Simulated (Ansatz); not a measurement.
# Molecular dynamics of BFH4N2

Input:

```yaml
crystal:
  periodic: [false, false, false]
  atoms:
    - { symbol: B, position_ang: [-0.004428, 0.041094, -0.098613] }
    - { symbol: F, position_ang: [-0.017562, 0.163915, 1.258123] }
    - { symbol: "N", position_ang: [1.244117, 0.174889, -0.769966] }
    - { symbol: H, position_ang: [1.376974, -0.002006, -1.760409] }
    - { symbol: H, position_ang: [2.109631, 0.255755, -0.246358] }
    - { symbol: "N", position_ang: [-1.239987, -0.212845, -0.759051] }
    - { symbol: H, position_ang: [-2.115566, -0.20197, -0.24623] }
    - { symbol: H, position_ang: [-1.353179, -0.218833, -1.767497] }
basis:
  gaussian: { orbitals: "6-31G*" }
hamiltonian:
  xc: pbe
  dispersion: d4
md:
  timestep: 1.0
  n_steps: 250
  ensemble: nvt_langevin
  temperature: 300.0
  initial_velocities: maxwell_boltzmann
  seed: 585679
  friction: 1.0
```

Launched with:

```bash
$ ansatz run input.yaml --threads 1 --pin off --max-ram 2048MiB --backend cpu --events-out ev --progress --plain --runs-dir out
```

It starts from a relaxed structure.

Output, in part (step lines, the closing report, with atoms numbered from 0):

```
md step     0: t =     0.00 fs  T =   262.5 K  F+E_penalty+E_count = -6434.58265277 eV  E_kin = 0.271446 eV  (27 SCF iters)
[... lines left out ...]
Total energy: -6434.32105594 eV, -236.4569374665 hartree
Atom 0 at     0.011839    -0.021742    -0.108604 Å, force    -2.399662    -0.094334     1.218289 eV/Å
Atom 1 at    -0.126212     0.210140     1.257535 Å, force     0.679945     0.187326    -0.787114 eV/Å
Atom 2 at     1.271256     0.011833    -0.721126 Å, force     0.373476     0.120523     0.205515 eV/Å
Atom 3 at     1.581058    -0.418606    -1.585908 Å, force    -0.048362     0.163101     0.049749 eV/Å
Atom 4 at     1.983091     0.378649    -0.104972 Å, force     0.639729    -0.186974    -0.108559 eV/Å
Atom 5 at    -1.248148    -0.285805    -0.754979 Å, force     1.964583    -0.535141    -2.245759 eV/Å
Atom 6 at    -2.149246    -0.026084    -0.406234 Å, force    -0.498156     0.091010     0.248838 eV/Å
Atom 7 at    -1.161798    -0.391746    -1.803035 Å, force    -0.711553     0.254490     1.419040 eV/Å
Dipole moment:     0.129351     0.004872    -0.475497 e Å
```

The steps, from the saved trajectory:

```csv
time (fs),T (K),potential energy less start (eV)
0,262,0.000
9,227,0.131
18,162,0.077
27,271,0.117
36,262,0.172
45,235,0.204
54,195,0.148
63,312,0.128
72,152,0.166
81,209,0.133
90,409,0.168
99,269,0.152
108,471,0.213
117,329,0.155
126,248,0.150
135,367,0.323
144,210,0.179
153,292,0.206
162,235,0.329
171,156,0.331
180,321,0.175
189,208,0.180
198,258,0.331
207,368,0.118
216,212,0.091
225,278,0.159
234,288,0.300
243,274,0.153
```

The run went to its last step. A run of 0.25 ps of so small a system gives no equilibrium averages. The friction is so strong that the motion is overdamped, so the time scale means little.

The same pairs are bonded in the first frame and the last. Pairs count as bonded within 1.25 times the sum of covalent radii (0.12 Å more for H–H).

Last frame:

```xyz
8
Properties=species:S:1:pos:R:3
B 0.012 -0.022 -0.109
F -0.126 0.210 1.258
N 1.271 0.012 -0.721
H 1.581 -0.419 -1.586
H 1.983 0.379 -0.105
N -1.248 -0.286 -0.755
H -2.149 -0.026 -0.406
H -1.162 -0.392 -1.803
```

Run time: 3.2 min on 1 thread of Intel(R) Xeon(R) 6975P-C (Granite Rapids), on a shared host, peak memory 0.13 GiB.
